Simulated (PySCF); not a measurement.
H2Se, SMILES [SeH2]. Geometry optimised at ωB97X-D3(BJ)/def2-TZVPD.

TDDFT-PBE0/def2-TZVPD (PySCF) puts the lowest singlet excitations at 5.38, 5.62, 7.01, 7.13, 7.42, 7.99 eV and the lowest triplet (TDA) at 4.86 eV.

Question: What are the lowest singlet roots from EOM-CCSD/aug-cc-pVDZ in PySCF? (The exact figures need the calculation; the answer reports its results.)

Answer: 5.51, 5.59, 7.36, 7.72, 8.18, 8.51 eV; triplets 5.11, 5.21, 7.33 eV. S1 differs by 0.13 eV (second minus first; roots are paired by order, and the bases may differ).
